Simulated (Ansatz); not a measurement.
A barrier at the coupled-cluster level

Start structure (SiH3ClOF2, closed shell), relaxed at PBE0-D4/def2-TZVP:

Si1  (-0.640, -0.451, -0.941)
Cl2  (0.465, 0.858, -1.996)
F3  (0.280, -1.507, -0.208)
F4  (-1.512, 0.293, 0.148)
H5  (-1.550, -1.181, -1.830)
H6  (1.443, 0.023, 1.647)
O7  (1.137, 0.872, 1.318)
H8  (0.376, 1.093, 1.861)
(Å)

The step: SiHClF₂ ([F][SiH]([F])[Cl]) + H₂O → SiH₂OF₂ ([OH][SiH]([F])[F]) + HCl; bonds formed: Si1–O7, Cl2–H6; bonds broken: Si1–Cl2, H6–O7. Ansatz 0.2.0; basis: def2-TZVPP and def2-QZVPP; cores frozen in the correlated methods. Extrapolation: Hartree–Fock as exp(−7.88 √X), correlation as X^−2.97. Energies below are by CCSD(T) at an estimated basis limit (MP2 extrapolated from triple and quadruple zeta, plus CCSD(T) − MP2 in triple zeta).

**Question.** What are the electronic barrier and the energy of the step, from the start structure to the end structure? (To be estimated.)

**Answer.** The calculation gives: Barrier 0.854 eV; step energy -0.221 eV (downhill); reverse barrier, their difference, 1.075 eV. Barrier and step energy count from the start structure, the reverse barrier from the end structure.

The saddle point: One imaginary mode of 367i cm⁻¹.
| pair | start (Å) | saddle (Å) | end (Å) |
| --- | --- | --- | --- |
| Si1–O7 | 3.16 | 1.76 | 1.63 |
| Cl2–H6 | 3.86 | 1.69 | 1.29 |
| Si1–Cl2 | 2.01 | 2.53 | 4.33 |
| H6–O7 | 0.96 | 1.09 | 1.94 |

Zero-point energy (harmonic, PBE0-D4): ZPE is 1.085 eV at the start and 1.049 eV at the saddle, so the barrier goes from 0.854 to 0.817 eV.

T1 diagnostic: at most 0.011.

The step is the kind of ligand exchange by which a precursor binds to a hydroxyl group, or is hydrolysed, in atomic layer deposition of oxides.

Labels in which every atom is bracketed show which atoms are joined, not bond orders.

For scale, one of the runs: CCSD(T)/def2-TZVPP, 219 basis functions, launched by `ansatz run in.yaml --threads 4 --pin off --events-out ev --progress --plain --max-ram 9574MiB`. The run took 2.1 min on 4 CPU threads of an Arm Neoverse V1 (shared host), with 3.4 GiB of host memory at its peak.
